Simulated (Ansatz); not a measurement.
Z-matrix (Å, degrees):
```
C
Si 1 1.884
H 1 1.092 2 111.2
H 1 1.093 2 111.1 3 120.0
H 1 1.093 2 110.7 3 -120.1
C 2 1.884 1 110.0 3 177.6
Al 2 2.463 1 112.9 3 -55.4
H 2 1.501 1 107.4 3 61.0
H 6 1.093 2 111.1 1 62.4
H 6 1.093 2 110.7 1 -57.5
H 6 1.092 2 111.2 1 -177.6
H 7 1.594 2 121.4 1 -153.6
H 7 1.594 2 121.4 1 27.9
```

The species carries charge 0 and has multiplicity 1.

Task: List the PBE/def2-TZVPP orbital energies in eV (the Gaussian-basis code of Ansatz). (An estimate is asked.)

Result: Ansatz gave: Occupied: -1779.03, -1506.51, -268.51, -268.51, -136.78, -106.78, -93.51, -93.50, -93.49, -68.92, -68.64, -68.64, -17.44, -16.81, -11.91, -10.20, -10.07, -9.61, -9.60, -9.48, -7.62, -7.53, -7.02, -5.93. Lowest empty: -2.64, -0.40, 0.01, 0.50, 0.89, 1.39, 1.66, 1.75.
